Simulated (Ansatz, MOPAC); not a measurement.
Species: NHTeI, net charge 0, doublet state. SMILES: I[Te][NH]

Atoms: Te1, I2, N3, H4. Bonds: Te1-I2, Te1-N3, N3-H4.

Bond lengths (Å) and angles (degrees) optimised at PM7 with MOPAC; HF/STO-3G with Ansatz (an electronic-structure program); HF/3-21G with Ansatz; PBE/6-31G* with LANL2DZ past Ar with Ansatz; B3LYP/LANL2DZ with Ansatz; MP2/6-31G* with LANL2DZ past Ar with Ansatz, each started from the B3LYP-D3(BJ)/def2-TZVP structure (Ansatz) of the last column. A row stands for all coordinates that are equal there. 6-31G* holds six Cartesian d functions. No wavenumbers were computed at HF/STO-3G, PBE/6-31G* with LANL2DZ past Ar, B3LYP/LANL2DZ, MP2/6-31G* with LANL2DZ past Ar, so these may be saddle points.

```tsv
coordinate	PM7	HF/STO-3G	HF/3-21G	PBE/6-31G* with LANL2DZ past Ar	B3LYP/LANL2DZ	MP2/6-31G* with LANL2DZ past Ar	B3LYP-D3(BJ)/def2-TZVP
Te1-I2	2.722	2.731	2.906	2.917	2.937	2.865	2.745
Te1-N3	1.856	2.094	2.057	1.938	1.923	1.948	1.929
N3-H4	1.002	1.062	1.026	1.034	1.028	1.028	1.023
I2-Te1-N3	102.5	98.1	101.9	112.5	112.6	105.7	107.9
Te1-N3-H4	120.3	103.9	113.9	118.5	129.0	114.9	112.7
```

Mean signed difference of all 3 bond lengths from B3LYP-D3(BJ)/def2-TZVP: PM7 -0.039 Å, HF/STO-3G 0.064 Å, HF/3-21G 0.098 Å, PBE/6-31G* with LANL2DZ past Ar 0.064 Å, B3LYP/LANL2DZ 0.064 Å, MP2/6-31G* with LANL2DZ past Ar 0.048 Å.
